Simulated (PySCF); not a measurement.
## Sulfur: a sound run and one with changed settings

Sound run: S⁺ [Ne] 3s2 3p3, S²⁺ [Ne] 3s2 3p2. Computed with PySCF 2.14 in aug-cc-pVDZ-DK (5s4p2d, 27 functions), with scalar relativity by spin-free X2C-1e. The sound run starts from symmetry-adapted Hartree-Fock orbitals and uses a fine grid where one is needed.

Changed run: radial step 1.2 in ln r (0.13 in the sound run). This setting is unsound on purpose.

```tsv
species	method	sound run (hartree)	changed run (hartree)	converged
S⁺	UHF	-398.24026	-398.24026	yes
S⁺	r2SCAN	-398.78548	-397.87055	yes
S⁺	M06-2X	-398.80065	-398.48217	yes
S²⁺	UHF	-397.40529	-397.40529	yes
S²⁺	r2SCAN	-397.92104	-397.02827	yes
S²⁺	M06-2X	-397.95039	-397.63739	yes
```

Ionisation energy of S⁺:

```json
{"method": "UHF", "sound run (eV)": "22.721", "changed run (eV)": "22.721"}
{"method": "r2SCAN", "sound run (eV)": "23.523", "changed run (eV)": "22.920"}
{"method": "M06-2X", "sound run (eV)": "23.137", "changed run (eV)": "22.988"}
```

A coarse radial grid mis-integrates the density and the exchange-correlation energy, with errors of either sign; Hartree-Fock needs no grid.

For comparison, NIST gives 23.338 eV between the lowest levels.
